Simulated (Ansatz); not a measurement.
Energy profile

The step: SiNH₅ ([NH2][SiH3]) + H → SiNH₄ ([NH][SiH3]) + H₂; bonds formed: H1–H4; bonds broken: H1–N2 (atoms numbered as in the saddle structure below).

| atom | x (Å) | y (Å) | z (Å) |
| --- | --- | --- | --- |
| H1 | 0.2106 | -1.2417 | 1.0021 |
| N2 | 0.8468 | -0.1207 | 0.4991 |
| Si3 | -0.1871 | 0.5230 | -0.7654 |
| H4 | -0.3820 | -1.7456 | 1.3720 |
| H5 | 0.8563 | 0.4506 | 1.3452 |
| H6 | -1.5077 | 1.0408 | -0.3100 |
| H7 | 0.5691 | 1.6463 | -1.3821 |
| H8 | -0.4060 | -0.5529 | -1.7609 |

Electronic energies by CCSD(T) at an estimated basis limit (MP2 extrapolated from triple and quadruple zeta, plus CCSD(T) − MP2 in triple zeta), on PBE0-D4/def2-TZVP structures; SiNH$_{6}$, doublet; no counterpoise correction; spin–orbit coupling, which lowers free halogen atoms and radicals such as OH and SH, is left out. Program: Ansatz 0.2.0. Basis: def2-TZVPP and def2-QZVPP. Cores are frozen in the correlated methods; orbitals are unrestricted. Extrapolation: Hartree–Fock as exp(−7.88 √X), correlation as X^−2.97.

Question: Give the profile in kcal/mol, counted from the separated reactants. (Judge from chemistry; the value comes from the calculation.)

Answer: By the calculation:
| point | kcal/mol |
| --- | --- |
| separated: SiNH$_{5}$ (linked as [NH2][SiH3]; H1, N2, Si3, H5, H6, H7, H8; singlet) + H (H4; doublet) | 0.00 |
| start structure | -0.27 |
| saddle | 17.51 |
| end structure | 8.16 |
| separated: H$_{2}$ (H1, H4; singlet) + SiNH$_{4}$ (linked as [NH][SiH3]; N2, Si3, H5, H6, H7, H8; doublet) | 8.75 |

T1 diagnostic: at most 0.020. ⟨S²⟩ of the unrestricted Hartree–Fock references: 0.75 to 0.79 (a pure state has 0.75).

Radical steps of this kind take place in plasma deposition and etching.

For scale, one of the runs: CCSD(T)/def2-TZVPP, 157 basis functions, launched by `ansatz run in.yaml --threads 2 --pin off --events-out ev --progress --plain --max-ram 4352MiB`. Hardware: 2 CPU threads of an Arm Neoverse V1, shared host. Wall time 47 s; peak host memory 2.5 GiB.
